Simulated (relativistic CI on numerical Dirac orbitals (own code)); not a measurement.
## d1 to d9 in one octahedral field

Computed with a parametric ligand-field model without spin-orbit coupling, by exact diagonalisation: B = 410, C = 1690, 10Dq = 34100 cm⁻¹ (Oh; |10Dq|/B = 83.2) for every shell. Energies in cm⁻¹; the field energy is (0.6 n_e − 0.4 n_t2) × 10Dq of the ground term; g labels are left out. So small a B with so large a field is typical of 4d and 5d ions, where spin-orbit coupling, left out here, reaches 1,000 to 4,000 cm⁻¹.

```
Shell  Ground term  Electrons in e  Field energy  First spin-allowed bands  Lowest term of other spin
   d1          2T2           0.000        -13640                  2E 34100                           
   d2          3T1           0.004        -27137      3T2 33029, 3T1 38109                   1T2 5940
   d3          4A2           0.000        -40920      4T2 34100, 4T1 38822                    2E 8435
   d4            ?               ?             ?                         ?                          ?
   d5          2T2           0.014        -67735      2A2 31659, 2T1 31807                  4T1 25749
   d6          1A1           0.011        -81476      1T1 32733, 1T2 38859                  3T1 29216
   d7           2E           1.007        -61156      2T1 32650, 2T2 33099                  4T1 25803
   d8          3A2           2.000        -40920      3T2 34100, 3T1 38822                    1E 6631
   d9           2E           3.000        -20460                 2T2 34100
```

(1) Fill in the row of d4.

Results:

(1) Ground term: 3T1; Electrons in e: 0.007; Field energy: -54327; First spin-allowed bands: 3E 32340, 3T1 32755; Lowest term of other spin: 1T2 5314. Low spin: d4, d5, d6, d7; the other shells keep the spin of the free ion. Only d4 to d7 can choose; the field needed to pair spins is smallest for d6 and largest for d5, which loses most exchange energy. In the strong-field picture 10Dq must exceed about 6B + 5C = 10910 (d4), 7.5B + 5C = 11525 (d5), 2.5B + 4C = 7785 (d6) and 4B + 4C = 8400 (d7); mixing of terms shifts these bounds somewhat.
